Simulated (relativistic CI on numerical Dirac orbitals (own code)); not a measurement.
# Excitation temperature from two lines of Ar II

Problem. In an optically thin plasma whose excited levels follow a Boltzmann distribution, the energy emitted in Ar II 4348.06 Å and 4277.53 Å has the ratio 12.8 (an assumed reading, corrected for the detector). Tabulated data (NIST Handbook of Basic Atomic Spectroscopic Data): upper levels 157234.0 and 172213.9 cm⁻¹, g = 8 and 4, A = 1.17 × 10^8 and 8.00 × 10^7 s⁻¹. Calculate the temperature, its uncertainty for 15 % in the ratio of intensities and A values together, and the strength of these other lines with tabulated A (λ in Å, g, A, upper level): 4806.02, 6, 7.80 × 10^7, 155043.2; 4879.86, 6, 8.23 × 10^7, 158730.3; 4726.87, 4, 5.88 × 10^7, 159393.4; 4764.86, 4, 6.40 × 10^7, 160239.4.

Working.
1. The emitted power of a line is proportional to (gA/λ) exp(−E/kT), so I₁/I₂ = (g₁A₁λ₂/g₂A₂λ₁) exp[(E₂ − E₁)/kT].
2. The prefactor is 2.878 and E₂ − E₁ = 14979.9 cm⁻¹ = 1.857 eV.
3. kT = (E₂ − E₁)/ln(12.8/2.878) = 14979.9/1.4925 = 10037 cm⁻¹ = 1.244 eV, or T = 14440 K.
4. δT/T = (kT/ΔE) × 15 % = 10.1 %; lines whose upper levels lie far apart give the better thermometer.
5. Other lines relative to the first: 4806.02 Å: 0.56, 4879.86 Å: 0.4, 4726.87 Å: 0.19, 4764.86 Å: 0.19.

Remark. Dense plasmas such as arcs and laser-ablation plumes come near a Boltzmann distribution among excited levels, though their strong lines may be self-absorbed. Low-pressure etch and deposition plasmas, at 10¹⁰ to 10¹³ electrons per cm³, do not: there the number found is an excitation temperature of these levels and not the electron temperature.
